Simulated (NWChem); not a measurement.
# C2H3BFNO; SMILES FB1COC=N1

```xyz
9

F     -0.0311     2.1070     0.0000
B      0.0341     0.7881     0.0000
C     -1.1909    -0.2238     0.0000
O     -0.4972    -1.4861     0.0000
C      0.8048    -1.2047     0.0000
N      1.2358     0.0040     0.0000
H     -1.8395    -0.1826     0.8894
H     -1.8395    -0.1826    -0.8894
H      1.4317    -2.1072     0.0000
```
Atoms are numbered in this order, from 1.

Computed with NWChem. Pople sets run with spherical d functions. All runs use the structure optimised with PBE0/def2-SVP.

For level BP86/6-31G*:

highest occupied level (eV): -6.29
orbital gap (eV): 4.43

Task: How do the values read with level B3LYP/6-31G* instead?

Result: The highest occupied level (eV) is -7.50. The orbital gap (eV) is 6.49.
